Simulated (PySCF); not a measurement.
Stationary points of CaH₂

Method: PBE0/[Ca def2-TZVP, H def2-TZVP], no relativity, density fitting, PySCF.

Relaxations began from a few typed shapes. The search is not exhaustive: other isomers or separated fragments can lie lower, and high-lying points may rest on an excited occupation.

| spin | group | bonds | angles | imaginary modes (cm⁻¹) | ΔE (kJ/mol) | ΔE with ZPE (kJ/mol) |
| --- | --- | --- | --- | --- | --- | --- |
| singlet | C2v | Ca–H 2.027 Å (×2) | H–Ca–H 143.6° | none | 0.0 | 0.0 |
| singlet | D∞h | Ca–H 2.050 Å (×2) | H–Ca–H 180.0° | 150i, 150i | 1.8 | – |

The lowest minimum found is the singlet C2v: Ca–H 2.027 Å (×2); H–Ca–H 143.6°.

Counting electrons, calcium keeps none of its valence electrons outside its bonds, so the VSEPR class is AX2 and the expected shape is linear (D∞h). The calculation gives C2v instead. Heavy alkaline-earth centres are the known exception: their polarisable core and low (n−1)d orbitals favour bending; the Mulliken d population here is 0.34.
